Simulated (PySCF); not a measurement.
## O⁺ (oxygen, charge +1) across methods

[He] 2s1 2p4, high-spin 4P determinant (an excited configuration). Calculation: PySCF 2.14, in aug-cc-pVTZ-DK (5s4p3d2f, 46 functions); scalar relativity by spin-free X2C-1e.

```
 method  E (hartree)  mean ε 2s α (eV)  mean ε 2p α (eV)  mean ε 2p β (eV)  Σ⟨r²⟩ (bohr²)   ⟨S²⟩
  B97-3     -74.0652           -45.930           -29.175           -23.408          7.670  3.754
    M06     -74.0701           -45.342           -28.836           -23.424          7.620  3.753
    LDA     -73.5333           -41.614           -26.651           -21.357          7.814  3.754
    PBE     -74.0252           -41.977           -26.585           -21.610          7.761  3.753
    UHF    -73.87239           -57.007           -36.549           -26.843          7.658  3.759
   PBE0     -74.0299           -45.859           -29.200           -23.297          7.704  3.753
r2SCAN0     -74.0788           -47.262           -29.864           -23.449          7.655  3.755
  B3LYP     -74.0974           -44.891           -28.616           -23.308          7.728  3.753
 r2SCAN     -74.0867           -43.986           -27.495           -21.839          7.678  3.755
```
